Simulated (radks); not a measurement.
Question: Isoelectronic series with 33 electrons, each ion in its NIST ground configuration. Method: scalar-relativistic Kohn-Sham, PBE, spin-unpolarised, spherical densities, finite nucleus; Fermi nuclear charge, rms radius of each element as measured or else 0.836 A^(1/3) + 0.57 fm; computed with a radial shooting solver on a logarithmic mesh with Libxc functionals. Total energies (hartree) and orbital eigenvalues (eV):

ion        configuration  E (hartree)         4p         4s         3d
As     [Ar] 3d10 4s2 4p3  -2260.79156    -5.1950   -14.4940   -40.6457
Kr3+   [Ar] 3d10 4s2 4p3  -2787.42870   -43.3229   -59.1027  -121.7459
Mo9+   [Ar] 3d10 4s2 4p3  -4024.71925  -175.8944  -205.2399  -378.8882
Rh12+  [Ar] 3d10 4s2 4p3  -4736.52239  -267.4740  -304.2300  -550.8912
Cd15+  [Ar] 3d10 4s2 4p3  -5511.51589  -375.4318  -420.2074  -751.0521
Sb18+  [Ar] 3d10 4s2 4p3  -6350.68684  -499.6745  -553.2266  -979.1345
Xe21+  [Ar] 3d10 4s2 4p3  -7255.13939  -640.1970  -703.4441  -1235.016
La24+  [Ar] 3d10 4s2 4p3   -8226.1168  -797.0474  -871.0899  -1518.642
Nd27+  [Ar] 3d10 4s2 4p3   -9264.9921  -970.3108  -1056.454  -1829.998
Dy33+  [Ar] 3d10 4s2 4p3  -11552.6063  -1366.551  -1481.763  -2535.989
Tm36+  [Ar] 3d10 4s2 4p3  -12804.9573  -1589.819  -1722.573  -2930.716
Hf39+  [Ar] 3d10 4s2 4p3  -14132.2575  -1830.079  -1982.811  -3353.353

Estimate the row of Eu30+ ([Ar] 3d10 4s2 4p3).

Answer: E (hartree) -10373.2473; 4p -1160.100; 4s -1259.877; 3d -2169.101.
